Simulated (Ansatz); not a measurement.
Compare A (`C[SiH2]C(N)F`) with its isomer B (`CN[SiH](C)F`).

Calculated with Ansatz (gas phase, PBE0-D4/def2-TZVP geometries, no zero-point term in ΔE). CCSD(T)/CBS is the MP2 limit (def2-TZVPP, def2-QZVPP) plus CCSD(T) − MP2 in def2-TZVPP, frozen cores. Functionals use def2-TZVPP. B3LYP here is the variant with VWN-RPA as its local correlation; programs differ in this. Each species was taken in one conformer, which may not be the lowest.

(1) Which isomer does CCSD(T)/CBS put lower? Give the gap. (An estimate is asked.)

(2) Give E(B) − E(A) in kcal/mol with CCSD/def2-TZVPP, CCSD(T)/def2-TZVPP, PBE-D4, B3LYP-D4, PBE0-D4, r2SCAN-D4, MP2/def2-TZVPP. (Estimate.)

Largest T1 diagnostic: 0.011.

Answers

(1) Computed: B, by 66.7 kcal/mol.

(2) Computed: CCSD/def2-TZVPP -66.5, CCSD(T)/def2-TZVPP -65.6, PBE-D4 -59.4, B3LYP-D4 -64.0, PBE0-D4 -62.4, r2SCAN-D4 -63.8, MP2/def2-TZVPP -68.4. None reverses the order clearly.

From PBE to PBE0 (25 % exact exchange), in def2-TZVPP and without D4, E(B) − E(A) moves by −3.0 kcal/mol.
